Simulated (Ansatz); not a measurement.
Computed with Ansatz on PBE0-D4/def2-TZVP structures; ΔE is electronic, products minus reactants. CCSD(T)/CBS is the MP2 limit (def2-TZVPP, def2-QZVPP) plus CCSD(T) − MP2 in def2-TZVPP, frozen cores. DFT in def2-TZVPP. HSE06 is defined as in plane-wave codes. For Ge outer-core shells are correlated without core-valence functions, which leaves a few kJ/mol of doubt a bond. Scalar relativity is left out up to krypton. Each species was taken in one conformer, which may not be the lowest.

Reaction (redistribution): `[OH][Al]([OH])[F]` + `[OH][Ge][F]` → `[OH][Al]([F])[F]` + `[OH][Ge][OH]`

| level | ΔE (eV) |
| --- | --- |
| B97M-V | 0.01 |
| HSE06-D4 | 0.00 |

Problem. What does CCSD(T)/CBS give? (Best estimate.)

Solution. The calculation gave: -0.06 eV. The listed levels differ from it by 0.07, 0.06 eV.

Largest T1 diagnostic among the species: 0.015.

In def2-TZVPP, CCSD(T) changes the Hartree–Fock value by −0.04 eV (the triples alone add −0.00 eV) and MP2 by −0.06 eV. Leaving LDA and LC-ωPBE aside and taking each functional with its dispersion term where it has one, the values, not all of them listed here, spread over 0.05 eV, from PBE-QIDH to CAM-B3LYP-D4.
